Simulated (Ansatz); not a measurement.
Harmonic frequencies (cm⁻¹) at PBE0-D4/def2-TZVP from Ansatz: 66, 79, 130, 251, 393, 609, 720, 726, 946, 955, 956, 1070, 2248, 2256, 2256.

Each molecule was computed in one conformer, which needn't be the lowest.

Question: Which molecule is it?
A. `N[SiH]`
B. `S[Si]S`
C. `N[Si]Br`
D. `[SiH3]O[Si]Br`

Answer: D.
